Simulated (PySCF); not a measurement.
Gas-phase reaction: 2 Sn2O2 + 3 CO2 ⇌ 4 SnO2 + C3O2

Energies from PySCF (xtb for GFN2), thermal terms from the rigid-rotor harmonic-oscillator model, ideal gas at 1 bar. † marks an energy on the PBE0/def2-TZVP geometry and frequencies; other levels use their own. CCSD(T) freezes the core. All species are closed-shell singlets. Sn: scalar-relativistic def2 core potential, no spin-orbit coupling. Sn2O2, SnO2: computed as isolated molecules; such fragments, hydroxides, amides, oligomers or adducts are transient or little studied in the gas. CCSD(T) isn't extrapolated to the basis-set limit. Warning, large T1 diagnostic: C3O2, Sn2O2, SnO2 (CCSD(T)/def2-TZVPP†).

```csv
level,"ΔH°(298 K), kJ"
BLYP/def2-TZVP†,1547
CCSD(T)/def2-TZVPP†,___
GFN2-xTB,___
PBE0/def2-SVP†,1964
r2SCAN/def2-TZVP†,___
ωB97M-V/def2-TZVP†,1848
```

Q: What belongs in the gaps?

A: 
- CCSD(T)/def2-TZVPP†, ΔH°(298 K), kJ: 1716
- GFN2-xTB, ΔH°(298 K), kJ: 1628
- r2SCAN/def2-TZVP†, ΔH°(298 K), kJ: 1680
